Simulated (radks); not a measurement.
Values are calculated unless marked as measured or tabulated.
Level of theory: non-relativistic Kohn-Sham, LDA (Slater exchange, VWN5 correlation), spin-polarised, spherical densities, point nucleus (a radial shooting solver on a logarithmic mesh with Libxc functionals). Response by self-consistent Sternheimer equations with the Hartree and adiabatic LDA kernel. Rank Sr2+, Kr, Mo6+, Tc7+, Rb+, Ru8+, Nb5+, Zr4+ (NIST ground configurations) by static dipole polarisability, largest first.

Answer. Kr 18.03, Rb+ 9.511, Sr2+ 5.996, Zr4+ 3.044, Nb5+ 2.326, Mo6+ 1.831, Tc7+ 1.475, Ru8+ 1.210 bohr^3.
